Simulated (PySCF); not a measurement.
C₄H₇B (SMILES C#CB(C)C), singlet, at a GFN2-xTB geometry; PySCF with CAMB3LYP/6-31+G*, polarisability.

Input for PySCF:
```python
from pyscf import gto, scf, dft
from pyscf.prop import polarizability

mol = gto.Mole()
mol.atom = '''
    B     0.340761    0.188187    0.032690
    C    -0.975649   -0.538240   -0.095419
    C    -2.027424   -1.118164   -0.197945
    H    -2.945313   -1.624706   -0.287617
    C     0.511157    1.603745   -0.643364
    H     1.546361    1.849201   -0.869686
    H     0.154469    2.363740    0.053725
    H    -0.077826    1.720646   -1.550610
    C     1.516954   -0.484858    0.841216
    H     2.251777    0.228636    1.207120
    H     2.046390   -1.169081    0.176238
    H     1.170110   -1.084277    1.680446
'''
mol.basis = '6-31+g*'
mol.charge = 0
mol.spin = 0
mol.verbose = 4
mol.build()

mf = dft.RKS(mol)
mf.xc = 'camb3lyp'
mf.kernel()
alpha = mf.Polarizability().polarizability()[2, 2]
print('alpha_zz =', alpha)
```

### Question
Predict the main parts of the log of this PySCF run.

### Answer

```
site-packages/pyscf/prop/efg/rhf.py:45: UserWarning: Module EFG is under testing
  warnings.warn('Module EFG is under testing')
site-packages/pyscf/prop/efg/dhf.py:30: UserWarning: Module EFG is under testing
  warnings.warn('Module EFG is under testing')
site-packages/pyscf/prop/zfs/uhf.py:40: UserWarning: Module ZFS is under testing
  warnings.warn('Module ZFS is under testing')
site-packages/pyscf/prop/gtensor/uhf.py:43: UserWarning: Module g-tensor is under testing
  warnings.warn('Module g-tensor is under testing')
site-packages/pyscf/prop/gtensor/uks.py:41: UserWarning: Module g-tensor is under testing
  warnings.warn('Module g-tensor is under testing')
site-packages/pyscf/prop/hfc/uks.py:35: UserWarning: Module HFC is under testing
  warnings.warn('Module HFC is under testing')
site-packages/pyscf/prop/magnetizability/rhf.py:39: UserWarning: Module magnetizability is under testing
  warnings.warn('Module magnetizability is under testing')
site-packages/pyscf/prop/magnetizability/uhf.py:37: UserWarning: Module magnetizability is under testing
  warnings.warn('Module magnetizability is under testing')
site-packages/pyscf/prop/magnetizability/rks.py:37: UserWarning: Module magnetizability is under testing
  warnings.warn('Module magnetizability is under testing')
site-packages/pyscf/prop/magnetizability/uks.py:39: UserWarning: Module magnetizability is under testing
  warnings.warn('Module magnetizability is under testing')
site-packages/pyscf/prop/polarizability/uhf.py:34: UserWarning: Module polarizability is under testing
  warnings.warn('Module polarizability is under testing')
site-packages/pyscf/prop/polarizability/rks.py:29: UserWarning: Module polarizability is under testing
  warnings.warn('Module polarizability is under testing')
site-packages/pyscf/prop/polarizability/uks.py:29: UserWarning: Module polarizability is under testing
  warnings.warn('Module polarizability is under testing')
PySCF version 2.14.0

[INPUT] verbose = 4
[INPUT] num. atoms = 12
[INPUT] num. electrons = 36
[INPUT] charge = 0
[INPUT] spin (= nelec alpha-beta = 2S) = 0
[INPUT] symmetry False subgroup None
[INPUT] Mole.unit = angstrom
[INPUT] Symbol           X                Y                Z      unit          X                Y                Z       unit  Magmom
[INPUT]  1 B      0.340761000000   0.188187000000   0.032690000000 AA    0.643944963933   0.355621890204   0.061775147012 Bohr   0.0
[INPUT]  2 C     -0.975649000000  -0.538240000000  -0.095419000000 AA   -1.843709403706  -1.017126189286  -0.180315777080 Bohr   0.0
[INPUT]  3 C     -2.027424000000  -1.118164000000  -0.197945000000 AA   -3.831276098370  -2.113023722348  -0.374061837727 Bohr   0.0
[INPUT]  4 H     -2.945313000000  -1.624706000000  -0.287617000000 AA   -5.565834921121  -3.070249372938  -0.543517358769 Bohr   0.0
[INPUT]  5 C      0.511157000000   1.603745000000  -0.643364000000 AA    0.965946736654   3.030638823641  -1.215781758405 Bohr   0.0
[INPUT]  6 H      1.546361000000   1.849201000000  -0.869686000000 AA    2.922198779709   3.494483439272  -1.643468354368 Bohr   0.0
[INPUT]  7 H      0.154469000000   2.363740000000   0.053725000000 AA    0.291904104735   4.466821229679   0.101525536042 Bohr   0.0
[INPUT]  8 H     -0.077826000000   1.720646000000  -1.550610000000 AA   -0.147069825370   3.251549697328  -2.930228226012 Bohr   0.0
[INPUT]  9 C      1.516954000000  -0.484858000000   0.841216000000 AA    2.866627603563  -0.916248829304   1.589667851602 Bohr   0.0
[INPUT] 10 H      2.251777000000   0.228636000000   1.207120000000 AA    4.255241823595   0.432059422216   2.281126199485 Bohr   0.0
[INPUT] 11 H      2.046390000000  -1.169081000000   0.176238000000 AA    3.867116644049  -2.209242907433   0.333041552741 Bohr   0.0
[INPUT] 12 H      1.170110000000  -1.084277000000   1.680446000000 AA    2.211187435615  -2.048986573165   3.175582707121 Bohr   0.0

nuclear repulsion = 135.109452291571
number of shells = 54
number of NR pGTOs = 183
number of NR cGTOs = 104
basis = 6-31+g*
ecp = {}

******** <class 'pyscf.dft.rks.RKS'> ********
method = RKS
initial guess = minao
damping factor = 0
level_shift factor = 0
DIIS = <class 'pyscf.scf.diis.CDIIS'>
diis_start_cycle = 1
diis_space = 8
diis_damp = 0
SCF conv_tol = 1e-09
SCF conv_tol_grad = None
SCF max_cycles = 50
direct_scf = True
direct_scf_tol = 1e-13
XC library pyscf.dft.libxc version 7.1.2
    S. Lehtola, C. Steigemann, M. J. T. Oliveira, and M. A. L. Marques,  SoftwareX 7, 1–5 (2018)
XC functionals = camb3lyp
    T. Yanai, D. P. Tew, and N. C. Handy,  Chem. Phys. Lett. 393, 51 (2004)
radial grids:
    Treutler-Ahlrichs [JCP 102, 346 (1995); DOI:10.1063/1.469408] (M4) radial grids

becke partition: Becke, JCP 88, 2547 (1988); DOI:10.1063/1.454033
pruning grids: <function nwchem_prune>
grids dens level: 3
symmetrized grids: False
atomic radii adjust function: <function treutler_atomic_radii_adjust>
small_rho_cutoff = 0
Set gradient conv threshold to 3.16228e-05
Initial guess from minao.
tot grids = 139176
init E= -181.771960718671
  HOMO = -0.324368800119136  LUMO = -0.0969754193140928  gap/eV = 6.18769
cycle= 1 E= -181.27762296075  delta_E= 0.494  |g|= 0.407  |ddm|= 4.63
  HOMO = -0.285730778894539  LUMO = 0.0165358892786327  gap/eV = 8.22509
cycle= 2 E= -181.292206553436  delta_E= -0.0146  |g|= 0.352  |ddm|= 1.83
  HOMO = -0.329479565338786  LUMO = -0.0133042646354258  gap/eV = 8.60357
cycle= 3 E= -181.322251641939  delta_E= -0.03  |g|= 0.0991  |ddm|= 1.44
  HOMO = -0.336027740085029  LUMO = -0.0122027029629406  gap/eV = 8.81173
cycle= 4 E= -181.324573901344  delta_E= -0.00232  |g|= 0.0297  |ddm|= 0.111
  HOMO = -0.334670227470093  LUMO = -0.011520365714349  gap/eV = 8.79336
cycle= 5 E= -181.324804468774  delta_E= -0.000231  |g|= 0.00427  |ddm|= 0.0742
  HOMO = -0.334004699313969  LUMO = -0.0112246519298611  gap/eV = 8.78329
cycle= 6 E= -181.324809928162  delta_E= -5.46e-06  |g|= 0.00112  |ddm|= 0.0125
  HOMO = -0.334196209824923  LUMO = -0.0112749641706564  gap/eV = 8.78713
cycle= 7 E= -181.324810536972  delta_E= -6.09e-07  |g|= 0.00027  |ddm|= 0.00313
  HOMO = -0.33420348917479  LUMO = -0.0112864158953618  gap/eV = 8.78702
cycle= 8 E= -181.324810622907  delta_E= -8.59e-08  |g|= 9.69e-05  |ddm|= 0.00229
  HOMO = -0.33419613756081  LUMO = -0.011265312530568  gap/eV = 8.78740
cycle= 9 E= -181.324810632883  delta_E= -9.98e-09  |g|= 2.95e-05  |ddm|= 0.000468
  HOMO = -0.3342031468363  LUMO = -0.0112714562036818  gap/eV = 8.78742
cycle= 10 E= -181.324810633752  delta_E= -8.69e-10  |g|= 7.74e-06  |ddm|= 0.000132
  HOMO = -0.334202906472029  LUMO = -0.011270317210768  gap/eV = 8.78744
Extra cycle  E= -181.324810633779  delta_E= -2.72e-11  |g|= 7.49e-06  |ddm|= 4.43e-05
converged SCF energy = -181.324810633779
Isotropic polarizability 56.6463166147
Polarizability anisotropy 23.6353777623
alpha_zz = 43.354920684171944
```
